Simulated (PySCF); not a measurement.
C₂H₇B₂P.
SMILES with atom numbers: `[BH2:1][PH2+:2][BH2-:3][C:4]#[CH:5]` (hydrogens: H6, H7 on B1; H8, H9 on P2; H10, H11 on B3; H12 on C5)
Bond orders are those of one Lewis drawing.

Computed by this run: PBE0-D3(BJ)/def2-SVP geometry optimisation, gas phase (PySCF 2.14.0); density fitting, grid level 1; the optimiser is geomeTRIC in internal coordinates, started from a GFN2-xTB structure with every atom displaced at random (about 0.01 Å).

Step 0: E = -12812.7574 eV
```
atom  x, y, z in Å  |  force x, y, z in eV/Å
B1     -1.8525    0.6986    0.0714   -0.763   1.456   0.248
P2     -0.8734   -0.7260   -0.4484    1.233  -0.906   0.217
B3      0.7871   -0.8837    0.5824    0.787   1.048   0.213
C4      1.6441    0.3671    0.1433   -2.797  -3.997   1.455
C5      2.2584    1.3099   -0.2062    2.179   3.259  -1.155
H6     -2.6765    0.6023    0.9066   -0.417  -0.200   0.497
H7     -1.6132    1.7773   -0.3649    0.168   0.269  -0.184
H8     -1.6211   -1.8659   -0.4167   -0.808  -1.038   0.255
H9     -0.6082   -0.6703   -1.7822    0.321   0.270  -1.303
H10     1.2766   -1.9174    0.2360   -0.030  -0.612  -0.255
H11     0.4705   -0.8662    1.7478   -0.198  -0.059   0.225
H12     2.8479    2.1461   -0.4781    0.324   0.510  -0.213
```

**Question.** Estimate the geometry and energy of step 1. (The exact step hangs on the optimiser's Hessian estimate; all steps are aligned on step 0, rigid shifts and turns removed.)

**Answer.** E = -12813.0653 eV, largest force 0.556 eV/Å
```
atom  x, y, z in Å  |  force x, y, z in eV/Å
B1     -1.8526    0.7389    0.0823    0.073  -0.161  -0.075
P2     -0.8546   -0.7838   -0.4756   -0.170  -0.073  -0.253
B3      0.8383   -0.8759    0.6194   -0.216  -0.287  -0.133
C4      1.6330    0.3723    0.1682    0.380   0.387  -0.121
C5      2.2674    1.3485   -0.2041   -0.259  -0.299   0.131
H6     -2.6753    0.6094    0.9447   -0.058  -0.023   0.072
H7     -1.5521    1.8072   -0.3653    0.018   0.104  -0.042
H8     -1.7022   -1.9330   -0.4113    0.211   0.245   0.040
H9     -0.6070   -0.6697   -1.8774   -0.027  -0.022   0.324
H10     1.2739   -1.9594    0.2503    0.034   0.067   0.046
H11     0.4336   -0.8878    1.7680   -0.013   0.016   0.042
H12     2.8374    2.2051   -0.5083    0.028   0.045  -0.030
```

The energy changes by -0.3080 eV. The first-order estimate −F·Δx gives -0.7416 eV and the mean of the old and new forces, exact on a quadratic surface, -0.3248 eV. The step makes an angle of 63° with the force vector and moves no atom by more than 0.105 Å.

The cost below is that of the whole optimisation. On an Arm Neoverse V1 with one thread (shared host), this took 29 s wall and 0.45 GiB of memory at its peak.
